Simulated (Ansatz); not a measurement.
C₂H₉ClOSi₂, SMILES `CC[SiH](Cl)O[SiH3]`, relaxed with RKS PBE-D4/def2-SVP in the Gaussian-basis code of Ansatz from a rough embedded geometry. The force threshold is 0.03 eV/Å; the program also tests the step.

Total charge 0; spin multiplicity 1.

Start:

```xyz
15

C     1.237    0.368    1.629
C     0.840    1.152    0.448
Si   -0.909    0.911   -0.184
Cl   -2.172    1.536    1.162
O    -1.263   -0.654   -0.520
Si   -0.871   -1.859   -1.604
H     1.153   -0.735    1.494
H     2.290    0.552    1.977
H     0.566    0.554    2.521
H     0.984    2.196    0.653
H     1.540    0.885   -0.356
H    -1.081    1.705   -1.440
H    -1.295   -1.418   -2.928
H     0.566   -2.092   -1.570
H    -1.585   -3.101   -1.282
```

```
step  energy (eV)  largest force (eV/Å)  largest move (Å)
   1  -32518.4446                 2.728             0.000
   2  -32518.8192                 1.031             0.119
   3  -32518.8509                 0.247             0.058
   4  -32518.8546                 0.062             0.026
   5  -32518.8556                 0.065             0.013
   6  -32518.8575                 0.031             0.034
   7  -32518.8594                 0.029             0.071
   8  -32518.8598                 0.026             0.045
```

End:

```xyz
15

C     1.215    0.352    1.682
C     0.890    1.203    0.447
Si   -0.855    0.970   -0.209
Cl   -2.207    1.444    1.305
O    -1.116   -0.623   -0.617
Si   -0.872   -1.916   -1.648
H     1.111   -0.731    1.465
H     2.251    0.525    2.036
H     0.527    0.587    2.520
H     1.023    2.286    0.661
H     1.583    0.972   -0.393
H    -1.159    1.856   -1.383
H    -1.284   -1.553   -3.050
H     0.585   -2.299   -1.662
H    -1.691   -3.075   -1.156
```

Run time 28 s (2 threads of an AMD EPYC 7R13 on a shared host and a share of an NVIDIA H100 80 GB); peak host memory 0.83 GiB.
